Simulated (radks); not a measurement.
Polarisability of neutral iron, [Ar] 3d6 4s2, at imaginary frequency. Calculated with a radial shooting solver on a logarithmic mesh with Libxc functionals: non-relativistic Kohn-Sham, exchange-only LDA, spin-polarised, spherical densities, point nucleus; open shells are filled with parallel spins first. Response by self-consistent Sternheimer equations with the Hartree and adiabatic exchange-only LDA kernel.

w (hartree)  alpha1(iw) (bohr^3)
0.00266                    66.67
0.0143                     66.12
0.0360                     63.30
0.0697                     56.09
0.118                      44.50
0.186                      31.47
0.280                      20.37
0.413                      12.55
0.605                      7.568
0.892                      4.515
1.35                       2.633
2.12                       1.443
3.59                      0.6867
6.94                      0.2471
17.5                     0.05160

Static values: alpha1 = 66.69 bohr^3 (9.882 angstrom^3; uncoupled 121.7). C6 = 601.8, triple-dipole C9 = 28440 atomic units. One-pole (London) frequency 4 C6 / (3 alpha1^2) = 0.180 hartree, against 0.144 for minus the highest occupied eigenvalue. The dipole shielding factor is 1.000, as the force sum rule N/Z = 1.000 demands. Recommended static value: 62 bohr^3 (Schwerdtfeger and Nagle, 2023 table).
